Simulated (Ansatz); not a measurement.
The cluster Zn7Se6I2, relaxed as a singlet with RKS r2SCAN-D4/def2-SVP in Ansatz, starting from the GFN1-xTB geometry. Force threshold 0.03 eV/Å.

In the def2 sets I takes a core potential; there is no spin–orbit coupling. Single mean-field runs in def2-SVP are fitted with def2-universal-jkfit. Another isomer (singlet) lies 1.09 eV lower at PBE0-D4/def2-TZVP; other spin states weren't run for this one.

Start:

Cartesian coordinates in Å:
```
Zn -3.2032 -3.7071 1.6398
Zn 2.2875 3.6686 -1.1710
Zn -0.2990 4.3741 0.8216
Zn 1.6555 0.4504 -1.1861
Zn 2.4100 -4.1667 -0.7955
Zn -2.1193 1.3609 1.5461
Zn -3.2966 -2.4349 -0.5224
Se -1.9177 3.5482 2.1550
Se 1.3026 5.5254 -0.3457
Se -0.6596 0.4180 -0.3364
Se -0.7658 -1.8749 -0.7087
Se 3.3320 1.7688 -1.9252
Se 1.6674 -2.0313 -0.7267
I 3.4125 -6.4244 -0.7118
I -3.8062 -0.4750 2.2670
```

Question: Estimate the energy that the relaxation releases and the steps that it takes.

Answer: 617.8 kJ/mol, in 43 steps; 4.8 min on 2 threads of AMD EPYC 7R13 on a shared host and a share (18 GiB) of an NVIDIA H100 80GB HBM3. No frequencies were taken in this run, so the end may be a saddle point.

Question: Does the start keep its bonding and symmetry?

Answer: Bonds lost: Zn4–Se10, Se11–Se13 (atoms count from 1). Bonds formed: Zn1–I14, Zn2–Se10, Zn4–Se8, Zn5–Se11, Zn5–Se12, Zn6–Se13, Zn7–Se13, Zn7–I15 (atoms count from 1). Metal–metal contacts that move far: Zn4–Zn6 4.75 to 2.70 Å, Zn2–Zn3 3.34 to 2.78 Å.

Question: Predict the relaxed structure.

Answer: 
Cartesian coordinates in Å:
```
Zn -0.637 -4.154 0.133
Zn 1.004 1.898 -1.613
Zn 0.413 3.722 0.397
Zn 1.468 0.733 1.169
Zn 1.057 -1.533 -0.623
Zn -1.230 0.648 1.165
Zn -1.842 -2.158 0.437
Se 0.119 2.445 2.303
Se 0.963 4.261 -1.715
Se -1.320 1.056 -1.329
Se -1.138 -1.278 -1.823
Se 2.662 0.322 -0.871
Se 0.275 -1.321 1.787
I 1.812 -4.101 -0.977
I -3.606 -0.541 1.560
```
Bond lengths (bridged metal pairs left out): 16 × Se–Zn 2.25 to 2.65 Å; 4 × I–Zn 2.64 to 2.70 Å; 1 × Se–Se 2.39 Å; 1 × Zn–Zn 2.35 Å.
